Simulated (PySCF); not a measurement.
Isomers of C4H12N2OSi2.

All values: PBE0/pcSseg-1 (PySCF) at GFN2-xTB geometries, gas phase, one conformer each.

(1) Rank by the highest IAO charge on any atom, highest value first.
A. `[CH3:1]/[N:2]=[CH:3]\[CH2:4][C:5](=[O:6])[Si@H:7]([NH2:8])[SiH3:9]` with N2–C3–C4–C5 100°, C3–C4–C5–O6 86°, C4–C5–Si7–N8 -151°, C5–Si7–N8–H -20° and -163°
B. `[CH2:1]=[CH:2][Si@@H:3]([SiH2:4][NH2:5])[N:6]([CH3:7])[CH:8]=[O:9]` with C1–C2–Si3–Si4 23°, C2–Si3–Si4–N5 148°, Si3–Si4–N5–H 34° and 173°, C2–Si3–N6–C7 -9°, Si3–N6–C8–O9 0°
C. `[CH3:1][Si:2]([CH3:3])([CH3:4])[O:5][Si@H:6]([NH2:7])[C:8]#[N:9]` with Si2–O5–Si6–N7 70°, O5–Si6–N7–H 45° and -173°
D. `[CH3:1][C:2](=[O:3])/[CH:4]=[N:5]/[SiH2:6][N:7]([CH3:8])[SiH3:9]` with C1–C2–C4–N5 -18°, C4–N5–Si6–N7 122°, N5–Si6–N7–C8 36°
E. `[CH:1]#[C:2][CH2:3][CH2:4][Si:5]([NH2:6])([NH2:7])[O:8][SiH3:9]` with C2–C3–C4–Si5 177°, C3–C4–Si5–N6 -58°, C4–Si5–N6–H -52° and 172°, C4–Si5–N7–H 76° and -60°, C4–Si5–O8–Si9 -174°
F. `[CH3:1][C:2](=[O:3])[N:4]1[SiH2:5][CH2:6][NH:7][Si@H:8]1[CH3:9]` with C1–C2–N4–Si5 180°, C2–N4–Si5–C6 -179°, N4–Si5–C6–N7 -12°, Si5–C6–N7–Si8 23°, C6–N7–Si8–C9 -141°

(2) Rank by the highest Hirshfeld charge on any atom, lowest value first.
A. `[CH3:1][Si:2]([CH3:3])([CH3:4])[O:5][Si@H:6]([NH2:7])[C:8]#[N:9]` with Si2–O5–Si6–N7 70°, O5–Si6–N7–H 45° and -173°
B. `[CH3:1]/[N:2]=[CH:3]\[CH2:4][C:5](=[O:6])[Si@H:7]([NH2:8])[SiH3:9]` with N2–C3–C4–C5 100°, C3–C4–C5–O6 86°, C4–C5–Si7–N8 -151°, C5–Si7–N8–H -20° and -163°
C. `[CH2:1]=[CH:2][Si@@H:3]([SiH2:4][NH2:5])[N:6]([CH3:7])[CH:8]=[O:9]` with C1–C2–Si3–Si4 23°, C2–Si3–Si4–N5 148°, Si3–Si4–N5–H 34° and 173°, C2–Si3–N6–C7 -9°, Si3–N6–C8–O9 0°
D. `[CH3:1][C:2](=[O:3])[N:4]1[SiH2:5][CH2:6][NH:7][Si@H:8]1[CH3:9]` with C1–C2–N4–Si5 180°, C2–N4–Si5–C6 -179°, N4–Si5–C6–N7 -12°, Si5–C6–N7–Si8 23°, C6–N7–Si8–C9 -141°
E. `[CH3:1][C:2](=[O:3])/[CH:4]=[N:5]/[SiH2:6][N:7]([CH3:8])[SiH3:9]` with C1–C2–C4–N5 -18°, C4–N5–Si6–N7 122°, N5–Si6–N7–C8 36°

(3) Rank by HOMO–LUMO gap, lowest first.
A. `[CH2:1]=[CH:2][Si@@H:3]([SiH2:4][NH2:5])[N:6]([CH3:7])[CH:8]=[O:9]` with C1–C2–Si3–Si4 23°, C2–Si3–Si4–N5 148°, Si3–Si4–N5–H 34° and 173°, C2–Si3–N6–C7 -9°, Si3–N6–C8–O9 0°
B. `[CH3:1]/[N:2]=[CH:3]\[CH2:4][C:5](=[O:6])[Si@H:7]([NH2:8])[SiH3:9]` with N2–C3–C4–C5 100°, C3–C4–C5–O6 86°, C4–C5–Si7–N8 -151°, C5–Si7–N8–H -20° and -163°
C. `[CH3:1][C:2](=[O:3])/[CH:4]=[N:5]/[SiH2:6][N:7]([CH3:8])[SiH3:9]` with C1–C2–C4–N5 -18°, C4–N5–Si6–N7 122°, N5–Si6–N7–C8 36°
D. `[CH3:1][Si:2]([CH3:3])([CH3:4])[O:5][Si@H:6]([NH2:7])[C:8]#[N:9]` with Si2–O5–Si6–N7 70°, O5–Si6–N7–H 45° and -173°
E. `[CH3:1][C:2](=[O:3])[N:4]1[SiH2:5][CH2:6][NH:7][Si@H:8]1[CH3:9]` with C1–C2–N4–Si5 180°, C2–N4–Si5–C6 -179°, N4–Si5–C6–N7 -12°, Si5–C6–N7–Si8 23°, C6–N7–Si8–C9 -141°

Answers

(1) E (+1.418 e), C (+1.284 e), F (+1.140 e), D (+1.000 e), B (+0.713 e), A (+0.696 e).

(2) B (+0.292 e), C (+0.302 e), E (+0.395 e), D (+0.426 e), A (+0.485 e).

(3) C (4.65 eV), B (5.23 eV), A (6.53 eV), E (7.16 eV), D (7.68 eV).

All values together:

```json
{"SMILES": "C/N=C\\CC(=O)[Si@H](N)[SiH3]", "μ (D)": "1.97", "HOMO (eV)": "-6.84", "LUMO (eV)": "-1.61", "lowest IAO charge (e)": "-0.838 (N)", "highest IAO charge (e)": "+0.696 (Si)", "lowest Hirshfeld charge (e)": "-0.320 (N)", "highest Hirshfeld charge (e)": "+0.292 (Si)"}
{"SMILES": "C=C[Si@@H]([SiH2]N)N(C)C=O", "μ (D)": "2.86", "HOMO (eV)": "-7.02", "LUMO (eV)": "-0.49", "lowest IAO charge (e)": "-0.839 (N)", "highest IAO charge (e)": "+0.713 (Si)", "lowest Hirshfeld charge (e)": "-0.324 (N)", "highest Hirshfeld charge (e)": "+0.302 (Si)"}
{"SMILES": "C#CCC[Si](N)(N)O[SiH3]", "μ (D)": "1.31", "HOMO (eV)": "-7.29", "LUMO (eV)": "0.36", "lowest IAO charge (e)": "-0.889 (O)", "highest IAO charge (e)": "+1.418 (Si)", "lowest Hirshfeld charge (e)": "-0.323 (N)", "highest Hirshfeld charge (e)": "+0.489 (Si)"}
{"SMILES": "C[Si](C)(C)O[Si@H](N)C#N", "μ (D)": "4.01", "HOMO (eV)": "-8.09", "LUMO (eV)": "-0.40", "lowest IAO charge (e)": "-0.871 (O)", "highest IAO charge (e)": "+1.284 (Si)", "lowest Hirshfeld charge (e)": "-0.310 (N)", "highest Hirshfeld charge (e)": "+0.485 (Si)"}
{"SMILES": "CC(=O)/C=N/[SiH2]N(C)[SiH3]", "μ (D)": "2.10", "HOMO (eV)": "-6.94", "LUMO (eV)": "-2.30", "lowest IAO charge (e)": "-0.772 (N)", "highest IAO charge (e)": "+1.000 (Si)", "lowest Hirshfeld charge (e)": "-0.261 (N)", "highest Hirshfeld charge (e)": "+0.395 (Si)"}
{"SMILES": "CC(=O)N1[SiH2]CN[Si@H]1C", "μ (D)": "3.66", "HOMO (eV)": "-6.80", "LUMO (eV)": "0.36", "lowest IAO charge (e)": "-0.744 (C)", "highest IAO charge (e)": "+1.140 (Si)", "lowest Hirshfeld charge (e)": "-0.263 (O)", "highest Hirshfeld charge (e)": "+0.426 (Si)"}
```

Conformers: `[CH3:1]/[N:2]=[CH:3]\[CH2:4][C:5](=[O:6])[Si@H:7]([NH2:8])[SiH3:9]` with N2–C3–C4–C5 100°, C3–C4–C5–O6 86°, C4–C5–Si7–N8 -151°, C5–Si7–N8–H -20° and -163°; `[CH2:1]=[CH:2][Si@@H:3]([SiH2:4][NH2:5])[N:6]([CH3:7])[CH:8]=[O:9]` with C1–C2–Si3–Si4 23°, C2–Si3–Si4–N5 148°, Si3–Si4–N5–H 34° and 173°, C2–Si3–N6–C7 -9°, Si3–N6–C8–O9 0°; `[CH:1]#[C:2][CH2:3][CH2:4][Si:5]([NH2:6])([NH2:7])[O:8][SiH3:9]` with C2–C3–C4–Si5 177°, C3–C4–Si5–N6 -58°, C4–Si5–N6–H -52° and 172°, C4–Si5–N7–H 76° and -60°, C4–Si5–O8–Si9 -174°; `[CH3:1][Si:2]([CH3:3])([CH3:4])[O:5][Si@H:6]([NH2:7])[C:8]#[N:9]` with Si2–O5–Si6–N7 70°, O5–Si6–N7–H 45° and -173°; `[CH3:1][C:2](=[O:3])/[CH:4]=[N:5]/[SiH2:6][N:7]([CH3:8])[SiH3:9]` with C1–C2–C4–N5 -18°, C4–N5–Si6–N7 122°, N5–Si6–N7–C8 36°; `[CH3:1][C:2](=[O:3])[N:4]1[SiH2:5][CH2:6][NH:7][Si@H:8]1[CH3:9]` with C1–C2–N4–Si5 180°, C2–N4–Si5–C6 -179°, N4–Si5–C6–N7 -12°, Si5–C6–N7–Si8 23°, C6–N7–Si8–C9 -141°.
